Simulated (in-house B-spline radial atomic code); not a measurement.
A calculation on Lu⁴⁺ (with a hole in an inner shell): its settings, and results tabulated from the run. Method: Dirac-Hartree-Fock, average of the jj configuration, Fermi nucleus of rms radius 5.37 fm. Calculated with a radial B-spline atomic code at the basis-set limit.

In the input, a minus or plus after the letter marks the j = l - 1/2 or j = l + 1/2 subshell.

Command:
```bash
python run_scf.py task.json out
```
Settings (nuclear radius in fm, mass in u):
```
Z                71
configuration    1s2 2s2 2p6 3s2 3p-2 3p+3 3d10 4s2 4p6 4d10 4f14 5s2 5p6
hamiltonian      dirac
method           hf
spin_polarised   False
nucleus          fermi
rms_radius       5.37
atomic_mass      174.94078
speed_of_light   137.035999084
```

Output (hartree, bohr):
```
 radial grid: 69 intervals, B-splines of order 8, outer radius 30.8511 bohr

 iter        energy (Eh)    residual
    1      -14489.818155    6.31e-01
    2      -14490.145670    5.77e-01
    3      -14495.057377    4.17e-02
    4      -14495.067178    1.68e-02
    5      -14495.069160    1.68e-03
    6      -14495.069201    1.75e-03
    7      -14495.069255    2.35e-04
    8      -14495.069256    8.83e-05
    9      -14495.069256    6.77e-06
   10      -14495.069256    2.38e-07

 total energy                    -14495.06926
 kinetic                           16155.6202
 electron-nucleus                 -35923.7472
 electron-electron                  5273.0577

 first-order corrections (not in the total)
   Gaunt                            16.4463
   retardation                      -1.7288
   frequency dependence             -0.2591
   self-energy                      11.9468
   Uehling                          -2.1454
   Wichmann-Kroll                    0.0800
   recoil                            0.0285

 orbital      occ     eigenvalue          <r>       <r^2>       <1/r>       r_max    small
 1s1/2      2.000     -2345.6995    0.0193173 0.000511985     82.1857     0.01213  7.11e-02
 2s1/2      2.000      -407.1106    0.0811302  0.00784098     19.9115     0.06941  1.60e-02
 2p1/2      2.000      -388.0177    0.0674335  0.00564588     19.8382     0.05196  1.61e-02
 2p3/2      4.000      -346.6724    0.0750668  0.00686243     16.9487     0.05847  1.46e-02
 3s1/2      2.000       -96.1417     0.210967   0.0510198     7.33791      0.1952  5.28e-03
 3p1/2      2.000       -87.9724     0.201006   0.0470646     7.24514      0.1833  5.21e-03
 3p3/2      3.000       -79.0237     0.215872   0.0541862     6.48936      0.1968  4.79e-03
 3d3/2      4.000       -64.9696     0.188808   0.0418729     6.38055      0.1546  4.67e-03
 3d5/2      6.000       -62.8780     0.193062   0.0436567     6.20518      0.1583  4.56e-03
 4s1/2      2.000       -21.7426     0.475071    0.254863     3.06062      0.4442  1.70e-03
 4p1/2      2.000       -18.2582      0.48209    0.264622     2.95121      0.4451  1.61e-03
 4p3/2      4.000       -16.1337     0.512008    0.298814     2.72786      0.4733  1.50e-03
 4d3/2      4.000       -10.3920     0.534269    0.331293     2.48786      0.4715  1.28e-03
 4d5/2      6.000        -9.9902     0.545585    0.345295      2.4237      0.4808  1.24e-03
 4f5/2      6.000        -2.7800      0.64326    0.519168     1.97038      0.4538  8.66e-04
 4f7/2      8.000        -2.6964     0.655088    0.539418     1.93755      0.4601  8.43e-04
 5s1/2      2.000        -4.3591      1.15778     1.50307     1.14598       1.039  3.43e-04
 5p1/2      2.000        -3.2357      1.26717     1.81054     1.03565       1.117  2.87e-04
 5p3/2      4.000        -2.9338      1.35629     2.07204    0.955863       1.195  2.55e-04
```

Cost of the run: 1.9 s on 1 thread of Arm Neoverse N1, with other jobs on the host.

For the Dirac Hamiltonian the kinetic term is c α·p + (β - 1)c².
